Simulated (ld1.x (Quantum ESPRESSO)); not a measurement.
# oxygen (O): excitation energies, all-electron against PAW

O, PAW, made with ld1.x (Quantum ESPRESSO) 7.5 (Wu–Cohen, fully relativistic). Core [He], reference 2s2 2p3 (charge +1). Waves: 2s (bound): rcut 0.60, rcutus 0.65 bohr; 2s channel at -1.6 Ry: rcut 0.60, rcutus 0.65 bohr; 2p (bound): rcut 0.90, rcutus 1.00 bohr; 2p channel at 1.5 Ry: rcut 0.90, rcutus 1.00 bohr; 3d channel at 0.2 Ry: rcut 0.80, rcutus 1.00 bohr; 3d channel at 2.55 Ry: rcut 0.80, rcutus 1.00 bohr. Local part: all-electron potential smoothed inside 0.80 bohr (lloc = -2). Core correction: Bessel-smoothed model core, default radius (core density twice the valence density). Augmentation charge: BESSEL, radius 0.45 bohr.

Open shells are filled in proportion to 2j + 1 (rel_dist='average').

Energies are relative to the spin-unpolarised reference configuration 2s2 2p3; without spin polarisation the order of configurations can differ from experiment. The frozen-core shift is the all-electron ΔE with the core orbitals held at their reference shape minus the fully relaxed ΔE.

(1) Give the all-electron excitation energy and the error of the potential for: 2s2 2p4; 2s2 2p2; 2s2 2p1; 2s2 2p4.3; 2s2 2p0; 2s1 2p4; 2s0 2p6.

The ghost test of this file was not conclusive.

## Answers

(1)

```csv
valence configuration,charge,ΔE all-electron (eV),error AE − PS (meV),frozen-core shift (meV)
2s2 2p4,0,-16.409,-0.1,+0.1
2s2 2p2,+2,33.571,-1.2,+0.7
2s2 2p1,+3,87.416,-11,+6.1
2s2 2p4.3,-0.3,-18.522,-0.1,+0.1
2s2 2p0,+4,164.229,-52,+27
2s1 2p4,+1,15.120,-1.2,+0.4
2s0 2p6,0,13.316,-0.4,+1.5
```
